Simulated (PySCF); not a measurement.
Input for PySCF: R-B3LYP/3-21G on CH6AlAs (SMILES [CH3][AlH][AsH2]), a point of a torsion scan.

```python
from pyscf import gto, scf, dft, mp
from pyscf.data.elements import chemcore

mol = gto.M(
    atom='''
    C    -1.39127863    0.05319750   -0.33235396
    Al   -0.00313748   -0.46204364    0.99960889
    As    2.04641578   -1.61649003    0.46658946
    H    -2.24085014   -0.64180485   -0.34963415
    H    -1.82049089    1.03777124   -0.10847929
    H    -1.01494924    0.10109817   -1.36384639
    H    -0.35889114   -0.04187098    2.46215757
    H     1.08729639   -2.41554760   -0.40120042
    H     2.07538870   -0.56430488   -0.63033764
    ''',
    basis='3-21g',
    charge=0, spin=0, verbose=3, max_memory=1800)
mf = dft.RKS(mol, xc='b3lyp')
mf.conv_tol = 1e-8
mf.max_cycle = 100
mf.kernel()
if not mf.converged:
    mf = mf.newton().run(mf.mo_coeff, mf.mo_occ)
```

It printed:

```
converged SCF energy = -2507.73866150823
```

Self-consistency was reached.

Cost: about 6 core-seconds (a rough figure).
